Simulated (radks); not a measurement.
The aluminium anion Al- inside a hard spherical wall (all orbitals vanish at R), configuration held at [Ne] 3s2 3p2 and not refilled when levels cross. Method: scalar-relativistic Kohn-Sham, LDA (Slater exchange, VWN5 correlation), spin-polarised, spherical densities, point nucleus; open shells are filled with parallel spins first; computed with a radial shooting solver on a logarithmic mesh with Libxc functionals. Eigenvalues in eV for spin up, with the zero of energy where the potential of the charges vanishes at infinity; a dash marks a level that is unbound or too diffuse for the functional's potential to be trusted. A positive occupied level is held by the wall or, in an anion where self-interaction has pushed it up, behind a barrier. The pressure on the wall is -dE/dV.

| R (bohr) | E (hartree) | kinetic (hartree) | e(2s) | e(2p) | e(3s) | e(3p) | e(4s, empty) | e(4p, empty) | pressure (GPa) |
|---|---|---|---|---|---|---|---|---|---|
| 20 | -241.80007 | 241.970 | -102.35 | -64.576 | -3.325 | 1.208 | 1.705 | 2.112 | 0.00103 |
| 10 | -241.78682 | 242.010 | -101.12 | -63.339 | -2.339 | 2.136 | 4.365 | 6.309 | 0.141 |
| 5 | -241.49800 | 242.957 | -93.804 | -56.022 | 2.660 | 8.323 | 23.389 | 28.949 | 24.6 |
| 3.5 | -240.49664 | 245.650 | -82.904 | -45.105 | 13.026 | 20.956 | 61.173 | 68.745 | 274 |
| 3 | -239.47392 | 248.126 | -76.045 | -38.220 | 22.196 | 31.574 | 92.041 | 99.735 | 740 |
| 1.5 | -217.18624 | 296.353 | -12.992 | 28.199 | 194.68 | 200.87 | 540.12 | 509.04 | 54900 |
